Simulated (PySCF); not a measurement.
Computed IR spectrum (relative IR intensity) of a molecule C4H7BO. Geometry optimised at PBE0-D3(BJ)/def2-SVP. Other conformers were not sampled. All values below come from PySCF 2.14.0 with PBE0-D3(BJ)/def2-SVP. Frequencies are harmonic and unscaled.

| ν (cm⁻¹) | relative intensity |
|---|---|
| 319 | 3.3 |
| 501 | 11 |
| 761 | 26 |
| 922 | 7.1 |
| 939 | 4.1 |
| 964 | 18 |
| 1079 | 33 |
| 1091 | 7.7 |
| 1116 | 6.7 |
| 1178 | 31 |
| 1247 | 93 |
| 1266 | 27 |
| 1357 | 41 |
| 1377 | 31 |
| 1388 | 100 |
| 1434 | 4.3 |
| 1440 | 23 |
| 1699 | 19 |
| 3055 | 4.5 |
| 3134 | 3.0 |
| 3172 | 5.0 |
| 3267 | 7.3 |

Which molecule gave these data?
A. OCB1C=CC1
B. CB1CCC1=O
C. CB1CC=CO1
D. C=C1CB(C)O1

C, CB1CC=CO1
